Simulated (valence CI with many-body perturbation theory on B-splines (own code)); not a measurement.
## Os71+: calculated level list

Method: relativistic CI+MBPT: three valence electrons over a frozen Dirac-Fock core [He], a basis of 11 s, 11 p, 10 d, 8 f, 5 g, 2 h functions for each j, with the one-electron correlation potential Σ1 (screened to all orders), the two-electron term Σ2, the three-electron term Σ3, Breit, model QED; selected single and double excitations, second order for the rest, scaled by the run's own slope (own B-spline code, finite nucleus).

The last digits are not significant, and no measured levels were compared; by estimate large intervals hold to a few tenths of a per cent, small ones and those within an open d or f shell to about a per cent.

Levels 46 to 90 of 165, with energies above the lowest level, (2s^2 2p1/2) J=1/2. "Leading %" is the weight of the configuration and term that name the level; weights of strongly mixed levels are sums over their largest components and can fall short. In the jj column 3d3/2^4 stands for four electrons in 3d with j = 3/2.

| No. | Configuration | Term | J | E (Ry) | Leading % | Leading jj | g |
| --- | --- | --- | --- | --- | --- | --- | --- |
| 46 | 2s.2p.3s | 2P° | 1/2 | 975.2 | 90 | 2s 2p3/2 3s (100 %) | 0.825 |
| 47 | 2s.2p.3p | 4P | 3/2 | 975.3 | 46 | 2s 2p3/2 3p1/2 (100 %) | 1.618 |
| 48 | 2s.2p.3p | 2D | 5/2 | 975.4 | 44 | 2s 2p3/2 3p1/2 (100 %) | 1.300 |
| 49 | 2s.2p.3s | 2P° | 3/2 | 975.8 | 82 | 2s 2p3/2 3s (99 %) | 1.373 |
| 50 | 2s.2p.3p | 2P | 1/2 | 982.1 | 47 | 2s 2p3/2 3p1/2 (99 %) | 1.260 |
| 51 | 2s.2p.3p | 2D | 3/2 | 982.2 | 61 | 2s 2p3/2 3p1/2 (99 %) | 0.964 |
| 52 | 2p2.3s | 4P | 3/2 | 990.0 | 87 | 2p1/2 2p3/2 3s (99 %) | 1.644 |
| 53 | 2p2.3s | 2P | 1/2 | 990.8 | 66 | 2p1/2 2p3/2 3s (98 %) | 1.288 |
| 54 | 2p2.3s | 2D | 5/2 | 991.3 | 65 | 2p1/2 2p3/2 3s (99 %) | 1.301 |
| 55 | 2p2.3s | 2D | 3/2 | 991.9 | 64 | 2p1/2 2p3/2 3s (99 %) | 0.949 |
| 56 | 2p2.3p | 4P° | 1/2 | 995.0 | 49 | 2p1/2 2p3/2 3p1/2 (100 %) | 1.729 |
| 57 | 2p2.3p | 4D° | 3/2 | 995.5 | 55 | 2p1/2 2p3/2 3p1/2 (100 %) | 1.121 |
| 58 | 2p2.3p | 2F° | 5/2 | 996.4 | 50 | 2p1/2 2p3/2 3p1/2 (100 %) | 1.036 |
| 59 | 2p2.3p | 2P° | 3/2 | 1000.1 | 43 | 2p1/2 2p3/2 3p1/2 (99 %) | 1.298 |
| 60 | 2s.2p.3p | 4D | 7/2 | 1009.4 | 100 | 2s 2p3/2 3p3/2 (100 %) | 1.398 |
| 61 | 2s.2p.3p | 2P | 3/2 | 1010.3 | 55 | 2s 2p3/2 3p3/2 (99 %) | 1.474 |
| 62 | 2s.2p.3p | 4P | 5/2 | 1011.8 | 52 | 2s 2p3/2 3p3/2 (100 %) | 1.385 |
| 63 | 2s.2p.3p | 2S | 1/2 | 1012.2 | 48 | 2s 2p3/2 3p3/2 (99 %) | 1.350 |
| 64 | 2s.2p.3d | 4D° | 5/2 | 1015.0 | 44 | 2s 2p3/2 3d3/2 (99 %) | 1.213 |
| 65 | 2s.2p.3d | 4D° | 3/2 | 1015.4 | 43 | 2s 2p3/2 3d3/2 (100 %) | 1.309 |
| 66 | 2s.2p.3d | 4F° | 7/2 | 1015.6 | 45 | 2s 2p3/2 3d3/2 (98 %) | 1.194 |
| 67 | 2s.2p.3d | 4P° | 1/2 | 1015.8 | 82 | 2s 2p3/2 3d3/2 (100 %) | 2.149 |
| 68 | 2s.2p.3p | 2D | 5/2 | 1017.0 | 72 | 2s 2p3/2 3p3/2 (100 %) | 1.251 |
| 69 | 2s.2p.3p | 2P | 3/2 | 1018.4 | 58 | 2s 2p3/2 3p3/2 (100 %) | 1.219 |
| 70 | 2s.2p.3p | 2S | 1/2 | 1018.8 | 60 | 2s 2p3/2 3p3/2 (100 %) | 1.719 |
| 71 | 2s.2p.3d | 2D° | 3/2 | 1021.7 | 62 | 2s 2p3/2 3d3/2 (90 %) | 0.912 |
| 72 | 2s.2p.3d | 2F° | 5/2 | 1022.2 | 68 | 2s 2p3/2 3d3/2 (99 %) | 0.921 |
| 73 | 2s.2p.3d | 2P° | 1/2 | 1023.0 | 70 | 2s 2p3/2 3d3/2 (98 %) | 0.598 |
| 74 | 2s.2p.3d | 4F° | 9/2 | 1023.0 | 100 | 2s 2p3/2 3d5/2 (100 %) | 1.306 |
| 75 | 2s.2p.3d | 2D° | 5/2 | 1025.0 | 40 | 2s 2p3/2 3d5/2 (99 %) | 1.304 |
| 76 | 2s.2p.3d | 4D° | 7/2 | 1025.5 | 50 | 2s 2p3/2 3d5/2 (97 %) | 1.265 |
| 77 | 2s.2p.3d | 2P° | 3/2 | 1026.3 | 42 | 2s 2p3/2 3d5/2 (89 %) | 1.150 |
| 78 | 2s.2p.3d | 2P° | 1/2 | 1027.5 | 83 | 2s 2p3/2 3d5/2 (95 %) | 0.785 |
| 79 | 2s.2p.3d | 2F° | 7/2 | 1030.6 | 58 | 2s 2p3/2 3d5/2 (84 %) | 1.181 |
| 80 | 2p2.3p | 4D° | 5/2 | 1031.1 | 50 | 2p1/2 2p3/2 3p3/2 (94 %) | 1.386 |
| 81 | 2p2.3p | 2P° | 1/2 | 1031.6 | 37 | 2p1/2 2p3/2 3p3/2 (97 %) | 1.547 |
| 82 | 2p2.3p | 2D° | 3/2 | 1032.0 | 43 | 2p1/2 2p3/2 3p3/2 (80 %) | 1.161 |
| 83 | 2s.2p.3d | 2D° | 5/2 | 1032.2 | 57 | 2s 2p3/2 3d5/2 (88 %) | 1.163 |
| 84 | 2s.2p.3d | 2P° | 3/2 | 1032.5 | 53 | 2s 2p3/2 3d5/2 (82 %) | 1.213 |
| 85 | 2p2.3p | 2F° | 7/2 | 1032.8 | 54 | 2p1/2 2p3/2 3p3/2 (83 %) | 1.201 |
| 86 | 2p2.3p | 4S° | 3/2 | 1033.9 | 33 | 2p1/2 2p3/2 3p3/2 (100 %) | 1.412 |
| 87 | 2p2.3p | 2D° | 5/2 | 1034.8 | 62 | 2p1/2 2p3/2 3p3/2 (94 %) | 1.163 |
| 88 | 2p2.3d | 4F | 3/2 | 1035.7 | 43 | 2p1/2 2p3/2 3d3/2 (100 %) | 0.917 |
| 89 | 2p2.3d | 4F | 5/2 | 1035.7 | 52 | 2p1/2 2p3/2 3d3/2 (100 %) | 0.951 |
| 90 | 2p2.3d | 4D | 1/2 | 1036.2 | 79 | 2p1/2 2p3/2 3d3/2 (100 %) | 0.249 |
